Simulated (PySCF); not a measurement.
B(Cl)(vinyl)(OH) (C₂H₄BClO), SMILES C=CB(O)Cl.

Geometry: ωB97X-D3(BJ)/def2-SVP. The values are those of a single conformer.

Two levels are set side by side: TDA-PBE/def2-SVPD (PySCF) and TDA-CAM-B3LYP/def2-SVPD (PySCF). Vertical, same geometry. The lowest singlet is HOMO−1→LUMO 98 % with PBE and HOMO−1→LUMO 74 %, HOMO−3→LUMO 23 % with the other functional; states are paired by order. Differences are taken from unrounded values.

```tsv
quantity	TDA-CAM-B3LYP	TDA-PBE	TDA-PBE minus TDA-CAM-B3LYP
lowest singlet excitation (eV)	6.40	5.25	-1.16
lowest triplet excitation (TDA) (eV)	3.82	3.87	0.04
first bright state (f over 0.05) (eV)	6.76	5.98	-0.78
its oscillator strength	0.55	0.10	-0.45
```

A lower first singlet is the usual sign of a functional without exact exchange. Differences between two approximate levels are no errors against the true value.

Rough cost on one machine, each run with all the roots and properties that it gave: TDA-CAM-B3LYP against TDA-PBE about 4 times.
